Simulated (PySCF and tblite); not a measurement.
Values are calculated unless marked as measured or tabulated.
System: C₅H₆S₂, numbered as in [CH3:1][S:2][C:3]1=[CH:4][CH2:5][C:6]1=[S:7].

Motion: rotation about the C3–S2 bond (torsion C4–C3–S2–C1 from -180° to 0°, rising). GFN2-xTB gives an electronic barrier of 5.5 kcal/mol and a reaction energy of 0.8 kcal/mol.

**Question.** What does PBE0/pcSseg-1 + D3(BJ) give on GFN2-xTB geometries?

**Answer.** A barrier of 2.7 kcal/mol, 2.9 below the tight-binding barrier (from unrounded values), a reaction energy of -1.2 kcal/mol and, with GFN2-xTB thermal terms, ΔG‡(298 K) = 2.6 kcal/mol and k = 1.5×10¹¹ s⁻¹ (2 equivalent paths).

Programs: tblite and PySCF.
